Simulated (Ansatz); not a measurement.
Consider the ligand exchange at the Al–O bond: `B[O][AlH][NH2]` + H₂Se → `[NH2][AlH][SeH]` + `BO`.

Gas-phase electronic energies from Ansatz, PBE0-D4/def2-TZVP geometries. CBS: MP2 limit from def2 TZ/QZ plus the TZ coupled-cluster correction, frozen cores. This one scheme is used for every species. Functionals use def2-TZVPP. For Se outer-core shells are correlated without core-valence functions, which leaves a few kJ/mol of doubt a bond. Scalar relativity is left out up to krypton. One conformer a species, not always the lowest.

```csv
level,ΔE (kcal/mol)
r2SCAN-D4,3.3
ωB97M-V,3.7
```

(1) What does CCSD(T)/CBS give? (An estimate is asked.)

(2) What do rigid-rotor, harmonic-oscillator terms from PBE0-D4/def2-TZVP frequencies (298.15 K, 1 bar) make of the CCSD(T)/CBS value? (Best estimate.)

Largest T1 diagnostic among the species: 0.014.

Answers

(1) Ansatz gave: +3.0 kcal/mol. The listed levels differ from it by 0.3, 0.7 kcal/mol.

(2) Ansatz gave: ΔZPE = +3.0 kcal/mol, ΔH = +5.4 kcal/mol, ΔS = -6 J/(mol·K), ΔG = +5.9 kcal/mol.

At CCSD(T), def2-SVP lies +1.4 kcal/mol from the extrapolated value and def2-TZVPP +0.6 kcal/mol. In def2-TZVPP, CCSD(T) changes the Hartree–Fock value by −2.7 kcal/mol (the triples alone add −0.6 kcal/mol) and MP2 by −3.3 kcal/mol.
